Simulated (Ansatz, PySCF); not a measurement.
Pair of molecules: CH3Cl (SMILES CCl) (first 5 atoms) with C2H6 (SMILES CC); geometry from B3LYP-D3(BJ)/def2-TZVP, rigid monomers moved along the line of their centres of mass till H4···H8 is 4.28 Å.
(charge 0, multiplicity 1):
```xyz
13

C     -0.672    -0.911     0.840
Cl    -0.843     0.874     0.799
H     -0.588    -1.269    -0.182
H      0.222    -1.155     1.406
H     -1.551    -1.327     1.322
C      1.217     0.158     6.292
C     -0.133    -0.540     6.427
H      1.540     0.202     5.250
H      1.992    -0.359     6.862
H      1.168     1.185     6.657
H     -0.898    -0.030     5.839
H     -0.468    -0.559     7.466
H     -0.083    -1.575     6.082
```

Interaction energies are E(AB) − E(A) − E(B) at the monomers' geometry in the complex; basis-set methods are counterpoise corrected. Rows marked so take none.

Frozen-core correlation. Rows in 3-21G, 6-311+G**, 6-31G* carry no dispersion term and start afresh at each structure (6-31G* with six Cartesian d functions). MP2/6-31G* freezes PySCF's default core.

Run with Ansatz (Gaussian basis) for Hartree–Fock, density functionals and correlated methods; PySCF for 3-21G rows, 6-311+G** rows, 6-31G* rows, the dispersion terms. Values without a source in brackets are computed.

Other levels give for the interaction energy: PBE/def2-TZVPPD -2.6; B3LYP/def2-TZVPPD 1.5; B3LYP-D3(BJ)/def2-TZVPPD -7.5; wB97M-V/def2-TZVPPD -8.4; CCSD(T)/aug-cc-pV(D+d)Z -7.5 meV.

### Question
What do these common cheap choices give for the same quantity: HF/3-21G (no counterpoise), HF/6-31G*, B3LYP/3-21G (no counterpoise), B3LYP/6-31G*, B3LYP/6-31G* (no counterpoise), B3LYP/6-311+G** (no counterpoise), M06-2X/6-31G* (no counterpoise), MP2/6-31G* (no counterpoise)?

### Answer
HF/3-21G (no counterpoise) -0.9; HF/6-31G* -0.6; B3LYP/3-21G (no counterpoise) -0.3; B3LYP/6-31G* 0.5; B3LYP/6-31G* (no counterpoise) 0.0; B3LYP/6-311+G** (no counterpoise) -0.8; M06-2X/6-31G* (no counterpoise) -2.7; MP2/6-31G* (no counterpoise) -4.6 meV. They span -4.6 to 0.5 meV.

Ansatz is a program for electronic structure.
